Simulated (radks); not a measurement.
Q: Ti12+, 10 electrons, occupied as [Ne] (the NIST ground configuration). Method: scalar-relativistic Kohn-Sham, LDA (Slater exchange, Perdew-Wang correlation), spin-polarised, spherical densities, finite nucleus; Fermi nuclear charge, rms radius 3.5921 fm; computed with a radial shooting solver on a logarithmic mesh with Libxc functionals. Some entries of the table are withheld. Estimate them.

| orbital | occ. | eigenvalue (eV) | <r^2> (bohr^2) | <1/r> (bohr^-1) |
|---|---|---|---|---|
| 1s | 2 | -5183.515 | 0.006528 | 21.77 |
| 2s | 2 | -840.2274 | 0.1211 | 4.607 |
| 2p | 6 | -751.8741 | 0.09898 | (1) |
| 3s | 0 | (2) | 0.7801 | 1.749 |
| 3p | 0 | -276.2383 | 0.7825 | (3) |
| 3d | 0 | -241.8149 | 0.6826 | 1.542 |

A: 
(1) 2p <1/r> (bohr^-1): 4.520
(2) 3s eigenvalue (eV): -301.6423
(3) 3p <1/r> (bohr^-1): 1.687
